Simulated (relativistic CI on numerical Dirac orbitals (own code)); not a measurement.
# Electric-dipole transitions in Nb39+

Method of calculation: Dirac-Coulomb-Breit CI, separate exchange-only KLI orbitals for each configuration, a model potential for QED, unscaled Slater integrals (own radial code, finite nucleus).

Configuration list: 1s2, 1s.2s, 1s.2p, 1s.3s, 1s.3p, 1s.3d, 1s.4s, 1s.4p, 1s.4d, 1s.4f, 1s.5s, 1s.5p, 1s.5d, 1s.5f, 1s.5g, 1s.6s, 1s.6p, 1s.6d. Levels of other configurations are missing.

```csv
λ vac (Å),Lower,Upper,A (s⁻¹),E lower (10³ cm⁻¹),E upper (10³ cm⁻¹)
0.7218,1s2 1S_0 [1],1s.2p 1P°_1 [7],2.46e+15,0,138542
0.7278,1s2 1S_0 [1],1s.2p 3P°_1 [4],8.04e+14,0,137394
2.9231,1s.2p 3P°_1 [4],1s.4d 3D_2 [23],4.55e+13,137394,171603
3.0015,1s.2p 3P°_2 [6],1s.4d 3D_3 [26],5.36e+13,138325,171642
3.0208,1s.2p 1P°_1 [7],1s.4d 1D_2 [29],4.75e+13,138542,171645
3.8464,1s.2s 3S_1 [2],1s.3p 3P°_2 [12],5.55e+13,136948,162947
3.8879,1s.2s 3S_1 [2],1s.3p 3P°_1 [11],4.56e+13,136948,162669
3.9024,1s.2p 3P°_0 [3],1s.3d 3D_1 [14],9.58e+13,137380,163005
3.9046,1s.2p 3P°_1 [4],1s.3d 3D_1 [14],5.47e+13,137394,163005
3.9052,1s.2p 3P°_1 [4],1s.3d 3D_2 [13],1.38e+14,137394,163000
3.9059,1s.2s 1S_0 [5],1s.3p 1P°_1 [15],4.21e+13,137405,163007
4.0375,1s.2p 3P°_2 [6],1s.3d 3D_3 [16],1.66e+14,138325,163093
4.0527,1s.2p 3P°_2 [6],1s.3d 3D_2 [13],2.54e+13,138325,163000
4.0721,1s.2p 1P°_1 [7],1s.3d 1D_2 [17],1.48e+14,138542,163099
7.8992,1s.3p 3P°_2 [12],1s.5d 3D_3 [40],8.75e+12,162947,175606
7.9323,1s.3d 3D_2 [13],1s.5f 3F°_3 [41],1.10e+13,163000,175607
7.9348,1s.3d 3D_1 [14],1s.5f 3F°_2 [42],9.95e+12,163005,175607
7.9849,1s.3d 3D_3 [16],1s.5f 3F°_4 [44],1.16e+13,163093,175617
7.9884,1s.3d 1D_2 [17],1s.5f 1F°_3 [47],1.11e+13,163099,175617
11.069,1s.3s 3S_1 [8],1s.4p 3P°_2 [22],7.31e+12,162547,171581
11.186,1s.3p 3P°_0 [9],1s.4d 3D_1 [24],9.96e+12,162665,171605
11.193,1s.3p 3P°_1 [11],1s.4d 3D_2 [23],1.45e+13,162669,171603
11.214,1s.3s 3S_1 [8],1s.4p 3P°_1 [21],6.08e+12,162547,171464
11.500,1s.3p 3P°_2 [12],1s.4d 3D_3 [26],1.80e+13,162947,171642
11.569,1s.3d 3D_2 [13],1s.4f 3F°_3 [27],3.33e+13,163000,171644
11.574,1s.3d 3D_1 [14],1s.4f 3F°_2 [28],3.00e+13,163005,171645
11.576,1s.3p 1P°_1 [15],1s.4d 1D_2 [29],1.62e+13,163007,171645
11.668,1s.3d 3D_3 [16],1s.4f 3F°_4 [30],3.53e+13,163093,171664
11.675,1s.3d 1D_2 [17],1s.4f 1F°_3 [31],3.36e+13,163099,171664
24.034,1s.4s 3S_1 [18],1s.5p 3P°_2 [36],1.72e+12,171414,175575
24.261,1s.4p 3P°_1 [21],1s.5d 3D_2 [37],2.97e+12,171464,175586
24.844,1s.4p 3P°_2 [22],1s.5d 3D_3 [40],3.75e+12,171581,175606
24.978,1s.4d 3D_2 [23],1s.5f 3F°_3 [41],6.19e+12,171603,175607
24.985,1s.4d 3D_1 [24],1s.5f 3F°_2 [42],5.58e+12,171605,175607
24.990,1s.4p 1P°_1 [25],1s.5d 1D_2 [43],3.41e+12,171606,175608
25.160,1s.4d 3D_3 [26],1s.5f 3F°_4 [44],6.62e+12,171642,175617
25.169,1s.4f 3F°_3 [27],1s.5g 3G_4 [45],1.06e+13,171644,175617
25.174,1s.4f 3F°_2 [28],1s.5g 3G_3 [46],1.01e+13,171645,175617
25.175,1s.4d 1D_2 [29],1s.5f 1F°_3 [47],6.30e+12,171645,175617
25.256,1s.4f 3F°_4 [30],1s.5g 3G_5 [48],1.09e+13,171664,175623
25.260,1s.4f 1F°_3 [31],1s.5g 1G_4 [49],1.06e+13,171664,175623
44.399,1s.5s 3S_1 [32],1s.6p 3P°_2 [54],5.55e+11,175490,177742
44.774,1s.5p 3P°_1 [35],1s.6d 3D_2 [55],8.82e+11,175515,177748
45.761,1s.5p 3P°_2 [36],1s.6d 3D_3 [58],1.13e+12,175575,177760
46.009,1s.5p 1P°_1 [39],1s.6d 1D_2 [59],1.03e+12,175587,177761
```

Terms are leading LS components. Brackets give the number of a level in order of energy, since labels repeat. The list gives strong lines, with weight on those to low levels, without lines whose two gauges differ by over a factor of 2.5. Levels whose partners in the same complex of configurations lie outside the list can be far off, and so can their lines. Rates are taken at the computed energies, electric ones in the length gauge.

At this charge energies of transitions that change n are usually good to better than 1 %, and those within a shell (Δn = 0) to a few per cent.

LS names give the leading component of a level, which can be under half, so a name can repeat, a term be missing and a line seem to break the LS rules.
